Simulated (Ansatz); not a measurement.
Cl2H4In2O2 (`[Cl][In@H-]1[OH+][In@@H-]([Cl])[OH+]1`) at its PBE0-D4/def2-TZVP geometry, where that method's forces vanish. The species carries charge 0 and has multiplicity 1. In: def2 effective core potential.

```tsv
atom	x (Å)	y (Å)	z (Å)
Cl1	0.998	2.878	-0.091
In2	-0.816	1.429	-0.321
O3	-0.559	0.038	1.290
In4	0.221	-1.647	0.219
Cl5	2.504	-1.592	0.692
O6	0.003	-0.242	-1.386
H7	-2.422	1.802	-0.697
H8	0.042	0.359	1.970
H9	-0.808	-2.988	0.143
H10	0.837	-0.037	-1.819
```

(1) For each bond, give half the difference of the two atoms' forces along it (eV/Å; positive pushes the atoms apart) under PBE-D4, r2SCAN-D4, B3LYP-D4, ωB97M-V in def2-TZVPP. (Estimate.)

## Answers

(1) The calculation gave: 
| bond | length (Å) | PBE-D4 | r2SCAN-D4 | B3LYP-D4 | ωB97M-V |
| --- | --- | --- | --- | --- | --- |
| Cl1–In2 | 2.332 | 0.15 | 0.06 | 0.22 | 0.02 |
| In2–O3 | 2.144 | 0.17 | 0.04 | 0.16 | 0.04 |
| In2–O6 | 2.144 | 0.17 | 0.04 | 0.16 | 0.04 |
| In2–H7 | 1.692 | -0.07 | -0.08 | -0.14 | -0.11 |
| O3–In4 | 2.144 | 0.17 | 0.04 | 0.16 | 0.04 |
| O3–H8 | 0.962 | 0.35 | 0.04 | -0.05 | -0.04 |
| In4–Cl5 | 2.332 | 0.15 | 0.06 | 0.22 | 0.02 |
| In4–O6 | 2.144 | 0.17 | 0.04 | 0.16 | 0.04 |
| In4–H9 | 1.692 | -0.07 | -0.08 | -0.14 | -0.11 |
| O6–H10 | 0.962 | 0.35 | 0.04 | -0.05 | -0.04 |

B3LYP here is the variant with VWN-RPA as its local correlation; programs differ in this.

Program: Ansatz 0.2.0.
